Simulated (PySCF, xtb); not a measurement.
SiBr2, SMILES Br[Si]Br (connectivity only; charge and spin as stated), neutral, multiplicity 1.

Geometry: B3LYP-D3(BJ)/def2-TZVP. The isomer is the one that the SMILES or the coordinates give; other isomers of the formula were not compared.

Level of theory: C-PCM-B3LYP/def2-SVP (PySCF 2.14.0).

The values are the electrostatic part of the solvation free energy, E(continuum) − E(gas) at the gas-phase geometry, in a cavity of scaled van der Waals radii (PySCF's table); cavitation and dispersion terms are not included. In vacuum the orbital gap is 4.07 eV. The dipole moment in vacuum is 0.96 D.

```
solvent         ε  ΔG(elec) (kcal/mol)  dipole (D)  gap (eV)
----------  -----  -------------------  ----------  --------
water       78.36                 -1.4        1.39      4.17
methanol    32.61                 -1.4        1.38      4.17
2-propanol  19.26                 -1.3        1.37      4.17
```

For comparison, GFN2-xTB/ALPB(water) (xtb, at the GFN2-xTB geometry, all terms of that model) gives 0.4 kcal/mol.
